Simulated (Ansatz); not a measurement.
`C[O][Ga]([OH])[Cl]` + HBr → `C[O][Ga]([OH])[Br]` + HCl  (ligand exchange at a Ga–Cl bond)

Program: Ansatz. Geometries: PBE0-D4/def2-TZVP. ΔE: electronic, gas phase. CCSD(T)/CBS adds triple-zeta CCSD(T) − MP2 to the extrapolated MP2 energy (def2 sets, frozen cores). This one scheme is used for every species. For Br, Ga outer-core shells are correlated without core-valence functions, which leaves a few kJ/mol of doubt a bond. Scalar relativity is left out up to krypton. Each species was taken in one conformer, which may not be the lowest.

```
             species  CCSD(T)/CBS(def2) energy (Eh)
`C[O][Ga]([OH])[Cl]`                    -2574.62896
                 HBr                    -2573.91920
`C[O][Ga]([OH])[Br]`                    -4688.17187
                 HCl                     -460.38127
```

Q: Work out ΔE.

A: ΔE = (-4688.17187) + (-460.38127) − (-2574.62896) − (-2573.91920) = -0.00498 Eh = -0.14 eV.

Largest T1 diagnostic among the species: 0.013.
